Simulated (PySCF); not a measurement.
C2H9NSi, SMILES CN(C)[SiH3].

Geometry: B3LYP-D3(BJ)/def2-SVP.

Computed with SMD-B3LYP/def2-SVP (PySCF).

Solvation free energies are E(SMD) − E(gas) at the gas-phase geometry, for 1 M in both phases. In vacuum the dipole moment is 0.92 D.

### Question
Rank water, ethylethanoate, 1-octanol by solvation free energy, most negative first.

### Answer
ethylethanoate (-1.6 kcal/mol), 1-octanol (-1.1 kcal/mol), water (2.2 kcal/mol)
